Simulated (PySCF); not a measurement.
**Working out the ionisation energy of Cl²⁺**

Cl²⁺ [Ne] 3s2 3p3 (4S) → Cl³⁺ [Ne] 3s2 3p2 (3P). All numbers are calculated (PySCF 2.14, no relativity, point nucleus, in dyall-av3z (19s12p3d2f, 84 functions)). Frozen: [Ne]; the 26 highest virtual orbitals dropped. Energies in hartree (1 hartree = 27.21139 eV):

```tsv
part	Cl²⁺ (lower)	Cl³⁺ (upper)
UHF	-458.226833	-456.794629
CCSD correlation	-0.117788	-0.096529
(T)	-0.003299	-0.002057
```

**Question.** What does Hartree-Fock give?

**Answer.** (-456.794629) − (-458.226833) = 1.432204 hartree = 38.972 eV.

**Question.** What do CCSD and CCSD(T) give?

**Answer.** The CCSD correlation energies differ by 0.021259 hartree = 0.578 eV and the triples by 0.001242 hartree = 0.034 eV, so CCSD gives 39.550 eV and CCSD(T) 39.584 eV.

A first-order spin-orbit estimate adds -0.099 eV to CCSD(T) (valence), giving 39.485 eV against 39.8 ± 0.11 eV (semi-empirical (NIST evaluation); NIST Atomic Spectra Database, ionization energies).

What remains against the reference includes basis incompleteness, the frozen core and higher excitations.
